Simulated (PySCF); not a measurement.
# Fractional electron number in Bi⁺ (bismuth, charge +1)

The 6p alpha orbital of [Xe] 4f14 5d10 6s2 6p2 is emptied in steps (occupation f), with all orbitals relaxed, ending at [Xe] 4f14 5d10 6s2 6p1. Computed with PySCF 2.14 in def2-TZVP with the def2 core potential (60 electrons), with scalar relativity through the core potential. The exact energy is a straight line in f; departures are measured from the line between the end points of the same method.

**Question.** Among UHF, LDA, PBE, PBE0, r2SCAN, LC-wPBE, BHandHLYP, wB97X, MN15, B3LYP, which shows the largest delocalisation error (convex curve), and which is closest to linear?

**Answer.** Most convex: LDA (-0.976 eV at f = 0.5); closest to linear: LC-wPBE (-0.047 eV).

```
   f  UHF (eV)  LDA (eV)  PBE (eV)  PBE0 (eV)  r2SCAN (eV)  LC-wPBE (eV)  BHandHLYP (eV)  wB97X (eV)  MN15 (eV)  B3LYP (eV)
   1     0.000     0.000     0.000      0.000        0.000         0.000           0.000       0.000      0.000       0.000
0.75     0.066    -0.730    -0.707     -0.513       -0.658        -0.038          -0.343      -0.099     -0.403      -0.574
 0.5     0.086    -0.976    -0.944     -0.683       -0.865        -0.047          -0.458      -0.134     -0.528      -0.766
0.25     0.063    -0.733    -0.708     -0.510       -0.637        -0.031          -0.344      -0.101     -0.387      -0.575
   0     0.000     0.000     0.000      0.000        0.000         0.000           0.000       0.000      0.000       0.000
```

```tsv
method	E(f=0) − E(f=1) (eV)	−ε at f=1 (eV)	−ε at f=0.5 (eV)
UHF	15.311	15.667	15.305
LDA	15.983	12.107	15.975
PBE	15.764	12.000	15.762
PBE0	15.824	13.083	15.833
r2SCAN	15.910	12.364	15.972
LC-wPBE	15.901	15.684	15.919
BHandHLYP	15.738	13.911	15.735
wB97X	15.549	15.031	15.541
MN15	15.866	13.689	15.906
B3LYP	15.828	12.776	15.825
```

Reference removal energy between the ground levels: 16.703 eV (measured; NIST Atomic Spectra Database, ionization energies). The calculation has no spin-orbit coupling. UHF lacks correlation.
